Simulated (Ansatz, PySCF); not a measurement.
Gas-phase reaction (SMILES): OB(O)O[SiH3] + 2 B (BH3) + O (H2O) → 3 BO (H3BO) [borinic acid] + O[SiH3] [hydroxysilane]; bond separation energy.

Each molecule is optimised on its own at B3LYP-D3(BJ)/def2-TZVP (Ansatz, an electronic-structure program), one conformer each, not searched for the lowest. Cores are frozen in the correlated levels unless marked. Spin-orbit coupling is left out. No relativistic terms. Basis-set limits of correlation are two-point, X^-3; Hartree-Fock from the larger set. Thermal terms are rigid-rotor harmonic-oscillator values from B3LYP-D3(BJ) frequencies (Ansatz or PySCF) at 298.15 K and 1 atm. 1 Eh = 627.5095 kcal/mol.

```tsv
species	E, CCSD(T)/CBS(aug-cc-pV(T+d)Z,aug-cc-pV(Q+d)Z) (Ansatz) (Eh)	E, wB97X-V/def2-TZVPD (Ansatz) (Eh)	H - E (Eh)
OB(O)O[SiH3]	-542.58753	-543.20984	0.07187
B (BH3)	-26.54880	-26.60537	0.03008
BO (H3BO)	-101.79840	-101.91615	0.03929
O (H2O)	-76.37513	-76.43464	0.02495
O[SiH3]	-366.68280	-367.12513	0.04319
```

Task: Work out ΔE and ΔH at 298.15 K at the first level, then ΔH at the second.

Result: 
1. ΔE = [3×(-101.79840) + (-366.68280)] - [(-542.58753) + 2×(-26.54880) + (-76.37513)] = -0.01774 Eh = -11.1 kcal/mol at CCSD(T)/CBS(aug-cc-pV(T+d)Z,aug-cc-pV(Q+d)Z).
2. The terms H - E add up to 0.00408 Eh, so ΔH = (-0.01774 + (0.00408))×627.5095 = -8.6 kcal/mol.
3. At wB97X-V/def2-TZVPD the same steps give ΔE = -11.5 and ΔH = -9.0 kcal/mol, a shift of -0.4 from the first level.
4. These values are not checked against measurement here, since the tables used lack a sound gas-phase enthalpy of formation for at least one species.
